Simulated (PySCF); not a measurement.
**SrH₂: one-bond stretch**

Level of theory: PBE0/[Sr def2-TZVP with ECP28, H def2-TZVP], scalar-relativistic core potentials, density fitting, no spin–orbit coupling, PySCF.

Rigid scan from the singlet minimum (Sr–H 2.159 Å (×2); H–Sr–H 124.3°). Coordinate: the bond from Sr to the last atom (H) scaled, the rest fixed. Energies in kJ/mol from the minimum.

Predict the curve at 0.92, 0.96, 1.00, 1.05, 1.12, 1.20, 1.35, 1.55, 1.80, 2.20.


| scale of one bond | E (kJ/mol) | dipole size (D) |
| --- | --- | --- |
| 0.92 | 9.0 | 6.06 |
| 0.96 | 2.1 | 6.13 |
| 1.00 | 0.0 | 6.22 |
| 1.05 | 2.6 | 6.34 |
| 1.12 | 13.2 | 6.54 |
| 1.20 | 31.4 | 6.79 |
| 1.35 | 73.5 | 7.33 |
| 1.55 | 131.4 | – |
| 1.80 | 193.9 | – |
| 2.20 | 265.1 | – |

The scan took 2.8 s on 2 threads of a shared Arm Neoverse V1 host; the process peaked at 0.51 GiB. Launch command: `OMP_NUM_THREADS=2 python axn.py task.json out`.
